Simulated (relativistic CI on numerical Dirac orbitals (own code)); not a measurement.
**Au LXI: what numerical and physical settings do to a radial Dirac CI calculation**

Reference input:

```
atom Au  Z=79  charge=60  electrons=19
nucleus A=197  rms_radius_fm=5.4371
hamiltonian dirac-coulomb  breit=on  qed=on  c_scale=1
orbitals kli  potential=per-configuration
slater_scale 1
correlation none
mixing on
grid step=0.0125 r_max=2.2
scf mixing=0.4 start=green max_iterations=150 tolerance=2e-08 node_fill=0.05
configurations
  [Ar] 3d
  [Ne] 3s2 3p5 3d2
  [Ne] 3s2 3p4 3d3
end
```

Computed lowest total energy -15219.37927 Ha, first excitation 850057.1 cm⁻¹, 27 SCF steps. Runs with settings changed; * marks those that are bad on purpose:

| Changed | Outcome | Lowest level | ΔE (Ha) | First excitation (cm⁻¹) | SCF steps | Message |
| --- | --- | --- | --- | --- | --- | --- |
| SCF tolerance 1e-05, Breit term off, nuclear radius 5.9808 fm | converged | 3p6 3d 2D_3/2 | -18.3 | 869954.5 | 21 |  |
| nuclear radius 5.9808 fm | converged | 3p6 3d 2D_3/2 | 0.697 | 850062.6 | 27 |  |
| end of the grid at 1.1 bohr | converged | 3p6 3d 2D_3/2 | -8.91e-11 | 850057.1 | 27 |  |
| QED terms off | converged | 3p6 3d 2D_3/2 | -14.8 | 847976.3 | 27 |  |
| SCF mixing 0.001 * | converged | 3p6 3d 2D_3/2 | -4.44e-09 | 850057.1 | 33 |  |
| node fill of the KLI weights 50 * | converged | 3p6 3d 2D_3/2 | 0.1 | 853930.4 | 28 |  |
